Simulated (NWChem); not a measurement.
System meant: CrNHOF2; SMILES [F][Cr](=[O])(=[NH])[F]

NWChem input:

```
start job
memory heap 200 mb stack 900 mb global 1100 mb
geometry units angstroms noautoz
  Cr     0.021318    -0.041301     0.000000
  O      0.998362     1.149644     0.000000
  N      0.882357    -1.405730     0.000000
  H      1.895024    -1.565405     0.000000
  F     -0.961434    -0.008114    -1.397054
  F     -0.961434    -0.008114     1.397054
end
basis spherical
  * library def2-svp
end
dft
  odft
  mult 2
  xc pbe0
  iterations 150
  mulliken
end
task dft energy
```

End of the output:

```
 Summary of "ao basis" -> "ao basis" (spherical)
 ------------------------------------------------------------------------------
       Tag                 Description            Shells   Functions and Types
 ---------------- ------------------------------  ------  ---------------------
 Cr                         def2-svp                11       31   5s3p2d1f
 O                          def2-svp                 6       14   3s2p1d
 N                          def2-svp                 6       14   3s2p1d
 H                          def2-svp                 3        5   2s1p
 F                          def2-svp                 6       14   3s2p1d

 Summary of "ao basis" -> "ao basis" (spherical)
 ------------------------------------------------------------------------------
       Tag                 Description            Shells   Functions and Types
 ---------------- ------------------------------  ------  ---------------------
 Cr                         def2-svp                11       31   5s3p2d1f
 O                          def2-svp                 6       14   3s2p1d
 N                          def2-svp                 6       14   3s2p1d
 H                          def2-svp                 3        5   2s1p
 F                          def2-svp                 6       14   3s2p1d

      Symmetry analysis of basis
      --------------------------

        a'         59
        a"         33

  number of electrons :                   58
  multiplicity        :                    2
 ------------------------------------------------------------------------
  no. of electrons and multiplicity not compatible                  58
 ------------------------------------------------------------------------
 ------------------------------------------------------------------------
  current input line :
    21: task dft energy
 ------------------------------------------------------------------------
 ------------------------------------------------------------------------
 There is an error in the input file
 ------------------------------------------------------------------------
 For more information see the NWChem manual at https://nwchemgit.github.io

0: no. of electrons and multiplicity not compatible:Received an Error in Communication
```

Question: Find the fault in this run and fix the input.

Answer: The program refused the input. Cause: the multiplicity doesn't fit the number of electrons (an even count wants an odd multiplicity, and the reverse). This input runs:
```
start job
memory heap 200 mb stack 900 mb global 1100 mb
geometry units angstroms noautoz
  Cr     0.021318    -0.041301     0.000000
  O      0.998362     1.149644     0.000000
  N      0.882357    -1.405730     0.000000
  H      1.895024    -1.565405     0.000000
  F     -0.961434    -0.008114    -1.397054
  F     -0.961434    -0.008114     1.397054
end
basis spherical
  Cr library def2-svp
  O library def2-svp
  N library def2-svp
  H library def2-svp
  F library def2-svp
end
dft
  xc pbe0
  iterations 150
  mulliken
end
task dft energy
```
It converges to -1373.81174 Ha (PBE0/def2-SVP).
